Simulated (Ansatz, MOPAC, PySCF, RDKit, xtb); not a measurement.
Complex: HI (SMILES I) (first 2 atoms) with H4OSi (SMILES O[SiH3]); geometry from B3LYP-D3(BJ)/def2-TZVP, rigid monomers moved along the line of their centres of mass till H2···O3 is 2.82 Å.
(charge 0, multiplicity 1):
```xyz
8

I     -0.42324    -1.16970    -0.63275
H     -0.57646    -0.96017     0.97325
O     -0.60010    -0.28298     3.70630
Si     0.25236     0.97437     4.38221
H     -1.19775    -0.79519     4.25692
H     -0.66422     1.99194     4.94766
H      1.03993     1.54370     3.27408
H      1.14485     0.48921     5.46078
```

```json
[
 {"level": "UFF", "interaction energy (meV)": "-21.5", "cost": "-"},
 {"level": "AM1", "interaction energy (meV)": "-61.0", "cost": "-"},
 {"level": "PM3", "interaction energy (meV)": "-48.7", "cost": "-"},
 {"level": "PM6", "interaction energy (meV)": "-62.3", "cost": "-"},
 {"level": "GFN1-xTB", "interaction energy (meV)": "-52.3", "cost": "-"},
 {"level": "GFN2-xTB", "interaction energy (meV)": "-125.5", "cost": "-"},
 {"level": "HF/def2-SVPD", "interaction energy (meV)": "-61.6", "cost": "-"},
 {"level": "PBE-D4/def2-TZVPPD", "interaction energy (meV)": "-91.0", "cost": "×1"},
 {"level": "r2SCAN/def2-TZVPPD", "interaction energy (meV)": "-70.2", "cost": "×2"},
 {"level": "B3LYP/LANL2DZ (no counterpoise)", "interaction energy (meV)": "-99.3", "cost": "-"},
 {"level": "B3LYP/def2-TZVPPD", "interaction energy (meV)": "-52.9", "cost": "×1"},
 {"level": "B3LYP-D3(BJ)/def2-TZVPPD", "interaction energy (meV)": "-87.5", "cost": "×1"},
 {"level": "PBE0-D3(BJ)/def2-TZVPPD", "interaction energy (meV)": "-93.1", "cost": "×1"},
 {"level": "wB97M-V/def2-TZVPPD", "interaction energy (meV)": "-80.6", "cost": "×4"},
 {"level": "SCS-MP2/def2-SVPD", "interaction energy (meV)": "-76.4", "cost": "-"},
 {"level": "SCS-MP2/def2-TZVPPD", "interaction energy (meV)": "-73.7", "cost": "-"},
 {"level": "CCSD/def2-SVPD", "interaction energy (meV)": "-78.0", "cost": "-"},
 {"level": "CCSD(T)/def2-SVPD", "interaction energy (meV)": "-81.9", "cost": "×3"},
 {"level": "CCSD(T)/def2-TZVPPD", "interaction energy (meV)": "-79.9", "cost": "×100*"},
 {"level": "CCSD(T)/CBS(def2-SVPD, def2-TZVPPD)", "interaction energy (meV)": "-81.1", "cost": "×100*"}
]
```

The rows run from -125.5 (GFN2-xTB) to -21.5 meV (UFF). From def2-SVPD to def2-TZVPPD CCSD(T) changes by 2.0. The dispersion term adds -34.6 in B3LYP-D3(BJ). The 3 functionals in def2-TZVPPD without D3 or D4 span 27.7, from wB97M-V to B3LYP.

Monomers are frozen at their geometry in the pair; levels with a basis set take the counterpoise correction. Rows marked so take none. RDKit's UFF carries no charges.

Frozen-core correlation. Filled d and f shells under p-block atoms count as core. CBS(a, b) extrapolates the correlation energy as X⁻³ and adds the Hartree–Fock energy of set b. Rows in LANL2DZ carry no dispersion term and start afresh at each structure. LANL2DZ brings its own core potentials from Na on. The state reached by AM1, PM3, PM6 isn't checked.

Programs: Ansatz (a program for electronic structure) with Gaussian orbitals; MOPAC for AM1, PM3, PM6 (differences of heats of formation); PySCF for LANL2DZ rows, the dispersion terms; RDKit for the force fields; xtb for the GFN methods. Values without a source in brackets are computed. In def2 rows elements past Kr take small-core potentials, without spin–orbit coupling.

Costs are rough ratios of core time to PBE/def2-TZVPPD (about 11 s over the structures, on one shared machine); a dash marks a level with no comparable run of its own. A star marks coupled-cluster runs past 200 virtual orbitals, where the program's memory plan changes under this machine's limit, so their costs aren't comparable with smaller runs.
